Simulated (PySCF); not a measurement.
Stepwise substitution at one centre (In SH-H). Gas-phase values, no solvent. One relaxed conformer stands for each flexible species; it need not be the lowest. Strings in code marks are SMILES.

The LUMO from two functionals at the same geometries (CAM-B3LYP-D3(BJ)/def2-TZVP), both in PySCF: PBE-D3(BJ)/def2-TZVP and CAM-B3LYP-D3(BJ)/def2-TZVP. 

| species | CAM-B3LYP-D3(BJ)/def2-TZVP (eV) |
|---|---|
| 0 of 3 SH replaced by H (`[SH][In]([SH])[SH]`) | -0.79 |
| 1 of 3 SH replaced by H (`[SH][InH][SH]` (H–S–In–S torsion 180°, S–In–S–H torsion 0°)) | -0.61 |
| 2 of 3 SH replaced by H (`[SH][InH2]`) | -0.89 |
| 3 of 3 SH replaced by H (`[InH3]`) | -1.12 |

Problem. What does PBE-D3(BJ)/def2-TZVP give for each?

Solution. 
- 0 of 3 SH replaced by H (`[SH][In]([SH])[SH]`): -2.57
- 1 of 3 SH replaced by H (`[SH][InH][SH]` (H–S–In–S torsion 180°, S–In–S–H torsion 0°)): -2.11
- 2 of 3 SH replaced by H (`[SH][InH2]`): -2.38
- 3 of 3 SH replaced by H (`[InH3]`): -2.64
Over these rows, drawn at random from the members with no instability flagged (it was tested for open shells, ions and some series alone), PBE minus CAM-B3LYP-D3(BJ): mean -1.57 eV, from -1.78 eV to -1.49 eV.
